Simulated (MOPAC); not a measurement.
Input file for MOPAC: PM3 on H8SSi2 (a complex), monomers drawn apart or pushed together.

```
PM3 1SCF PRECISE CHARGE=0 THREADS=1
H8SSi2

S      0.11707214 1    -0.62044738 1     0.19740103 1
H      0.56597115 1     0.62354368 1    -0.03293470 1
H     -1.16582462 1    -0.24740611 1     0.06577021 1
Si     1.25693152 1    -0.00597473 1     4.22570920 1
Si    -0.98266997 1     0.69334656 1     4.06923739 1
H      2.10421844 1     0.71229372 1     3.24397632 1
H      1.37451499 1    -1.46284839 1     3.98542334 1
H      1.78617054 1     0.28535283 1     5.58285224 1
H     -1.47092528 1     1.16167277 1     5.39168433 1
H     -1.86153538 1    -0.41350461 1     3.62293059 1
H     -1.11901306 1     1.81756006 1     3.11098425 1
```

It printed:

```
*******************************************************************************
 **                                                                           **
 **                              MOPAC v23.2.5                                **
 **                                                                           **
 *******************************************************************************
 ** MOPAC's Digital Object Identifier: https://doi.org/10.5281/zenodo.6511958 **
 **                                                                           **
 ** Please cite the open-source release paper for use of this MOPAC version:  **
 ** J. E. Moussa and J. J. P. Stewart (2026)                                  **
 ** MOPAC: An open-source semiempirical molecular orbital program             **
 ** J. Open Source Softw., 11(119), 8025, https://doi.org/10.21105/joss.08025 **
 *******************************************************************************

                              PM3 CALCULATION RESULTS

 *******************************************************************************
 *  PM3        - The PM3 Hamiltonian to be used
 *
 *
 *
 *                 CHARGE ON SYSTEM = 0
 *
 *
 *
 *  PRECISE    - TIGHTER CRITERIA TO BE USED
 *  1SCF       - DO 1 SCF AND THEN STOP
 *  THREADS=1  - MULTI-THREADING NOT USED
 *  T=         - A TIME OF 172800.0 SECONDS REQUESTED
 *  DUMP=N     - RESTART FILE WRITTEN EVERY 7200.0 SECONDS REQUESTED
 *******************************************************************************
PM3 1SCF PRECISE CHARGE=0 THREADS=1
 H8SSi2

   ATOM   CHEMICAL          X               Y               Z
  NUMBER   SYMBOL      (ANGSTROMS)     (ANGSTROMS)     (ANGSTROMS)

     1       S          0.11707214  *  -0.62044738  *   0.19740103  *
     2       H          0.56597115  *   0.62354368  *  -0.03293470  *
     3       H         -1.16582462  *  -0.24740611  *   0.06577021  *
     4      Si          1.25693152  *  -0.00597473  *   4.22570920  *
     5      Si         -0.98266997  *   0.69334656  *   4.06923739  *
     6       H          2.10421844  *   0.71229372  *   3.24397632  *
     7       H          1.37451499  *  -1.46284839  *   3.98542334  *
     8       H          1.78617054  *   0.28535283  *   5.58285224  *
     9       H         -1.47092528  *   1.16167277  *   5.39168433  *
    10       H         -1.86153538  *  -0.41350461  *   3.62293059  *
    11       H         -1.11901306  *   1.81756006  *   3.11098425  *



          CARTESIAN COORDINATES

    NO.       ATOM           X           Y           Z

     1         S          0.1171     -0.6204      0.1974
     2         H          0.5660      0.6235     -0.0329
     3         H         -1.1658     -0.2474      0.0658
     4        Si          1.2569     -0.0060      4.2257
     5        Si         -0.9827      0.6933      4.0692
     6         H          2.1042      0.7123      3.2440
     7         H          1.3745     -1.4628      3.9854
     8         H          1.7862      0.2854      5.5829
     9         H         -1.4709      1.1617      5.3917
    10         H         -1.8615     -0.4135      3.6229
    11         H         -1.1190      1.8176      3.1110

  H: (PM3): J. J. P. STEWART, J. COMP. CHEM. 10, 209 (1989).
 Si: (PM3): J. J. P. STEWART, J. COMP. CHEM. 10, 209 (1989).
  S: (PM3): J. J. P. STEWART, J. COMP. CHEM. 10, 209 (1989).

           Empirical Formula: H8 S Si2  =    11 atoms



      MOLECULAR POINT GROUP   :   C1


      RHF CALCULATION, NO. OF DOUBLY OCCUPIED LEVELS = 11


 -------------------------------------------------------------------------------
 PM3 1SCF PRECISE CHARGE=0 THREADS=1
 H8SSi2



     1SCF WAS SPECIFIED, SO BFGS WAS NOT USED
     SCF FIELD WAS ACHIEVED


                              PM3 CALCULATION
                                                       MOPAC v23.2.5 Linux




          FINAL HEAT OF FORMATION =         18.90290 KCAL/MOL =      79.08973 KJ/MOL


          COSMO AREA              =        160.58 SQUARE ANGSTROMS
          COSMO VOLUME            =        160.54 CUBIC ANGSTROMS

          IONIZATION POTENTIAL    =          9.479817 EV
          HOMO LUMO ENERGIES (EV) =         -9.480 -1.262
          NO. OF FILLED LEVELS    =         11
          MOLECULAR WEIGHT        =         96.2942         POINT GROUP:  C1

          MOLECULAR DIMENSIONS (Angstroms)

            Atom       Atom       Distance
            H     8    H     3     6.27983
            H     9    H     2     4.36033
            H    11    H     7     3.34292


          SCF CALCULATIONS        =          1





   ATOM   CHEMICAL          X               Y               Z
  NUMBER   SYMBOL      (ANGSTROMS)     (ANGSTROMS)     (ANGSTROMS)

     1       S          0.11707214  *  -0.62044738  *   0.19740103  *
     2       H          0.56597115  *   0.62354368  *  -0.03293470  *
     3       H         -1.16582462  *  -0.24740611  *   0.06577021  *
     4      Si          1.25693152  *  -0.00597473  *   4.22570920  *
     5      Si         -0.98266997  *   0.69334656  *   4.06923739  *
     6       H          2.10421844  *   0.71229372  *   3.24397632  *
     7       H          1.37451499  *  -1.46284839  *   3.98542334  *
     8       H          1.78617054  *   0.28535283  *   5.58285224  *
     9       H         -1.47092528  *   1.16167277  *   5.39168433  *
    10       H         -1.86153538  *  -0.41350461  *   3.62293059  *
    11       H         -1.11901306  *   1.81756006  *   3.11098425  *

                             CARTESIAN COORDINATES

   1    S        0.117072140    -0.620447380     0.197401030
   2    H        0.565971150     0.623543680    -0.032934700
   3    H       -1.165824620    -0.247406110     0.065770210
   4   Si        1.256931520    -0.005974730     4.225709200
   5   Si       -0.982669970     0.693346560     4.069237390
   6    H        2.104218440     0.712293720     3.243976320
   7    H        1.374514990    -1.462848390     3.985423340
   8    H        1.786170540     0.285352830     5.582852240
   9    H       -1.470925280     1.161672770     5.391684330
  10    H       -1.861535380    -0.413504610     3.622930590
  11    H       -1.119013060     1.817560060     3.110984250


           Empirical Formula: H8 S Si2  =    11 atoms



      MOLECULAR POINT GROUP   :   C1


                  EIGENVALUES
 -27.14765 -16.72979 -15.66728 -15.20373 -12.81190 -12.77056 -12.28286 -10.93567
 -10.86148 -10.02290  -9.47982  -1.26221   0.56359   0.94175   1.27922   1.58652
   1.76195   1.81281   2.42769   2.47639


              NET ATOMIC CHARGES AND DIPOLE CONTRIBUTIONS

  ATOM NO.   TYPE          CHARGE      No. of ELECS.   s-Pop       p-Pop
    1          S          -0.004844        6.0048     1.88720     4.11764
    2          H           0.003365        0.9966     0.99663
    3          H           0.002776        0.9972     0.99722
    4         Si           0.333451        3.6665     0.96135     2.70520
    5         Si           0.328298        3.6717     0.96382     2.70788
    6          H          -0.109473        1.1095     1.10947
    7          H          -0.100341        1.1003     1.10034
    8          H          -0.113887        1.1139     1.11389
    9          H          -0.113191        1.1132     1.11319
   10          H          -0.108072        1.1081     1.10807
   11          H          -0.118082        1.1181     1.11808
 DIPOLE           X         Y         Z       TOTAL
 POINT-CHG.     0.109    -0.168    -0.076     0.215
 HYBRID        -0.871     1.642    -0.358     1.893
 SUM           -0.761     1.473    -0.435     1.715


          ATOMIC ORBITAL ELECTRON POPULATIONS

     Atom    s        px        py        pz
    1  S   1.88720   1.03708   1.11862   1.96195
    2  H   0.99663
    3  H   0.99722
    4 Si   0.96135   0.92352   0.89890   0.88278
    5 Si   0.96382   0.93707   0.88697   0.88384
    6  H   1.10947
    7  H   1.10034
    8  H   1.11389
    9  H   1.11319
   10  H   1.10807
   11  H   1.11808

 **********************
 *                    *
 * JOB ENDED NORMALLY *
 *                    *
 **********************




 == MOPAC DONE ==
```

The run finished.

Cost: around 0.03 core-seconds (rough).
